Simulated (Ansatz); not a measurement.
System: sum formula SiHCl, net charge -1, doublet state. SMILES of the parent species: [SiH]Cl
Geometry from a B3LYP-D3(BJ)/def2-TZVP (Ansatz, a quantum-chemistry and plane-wave program) optimisation:
```
Si
H 1 1.5488
Cl 1 2.2791 2 93.42
```
Charge -1, spin multiplicity 2.

Parts of the frozen-core correlation energy in cc-pV(D+d)Z (Ansatz, hartree). Frozen orbitals: 10; correlated occupied orbitals by spin: 7 and 6; virtual: 34 and 35. Open shells are spin-unrestricted. No spin-orbit coupling. No relativistic terms.

```tsv
term	value
reference (HF)	-749.03925
MP2 opposite-spin	-0.16622
MP2 same-spin	-0.05291
CCSD correlation	-0.25221
(T)	-0.00576
CCSDT minus CCSD(T)	-0.00084
T1 diagnostic	0.014
largest doubles amplitude	0.058
<S^2> of the reference	0.773
```
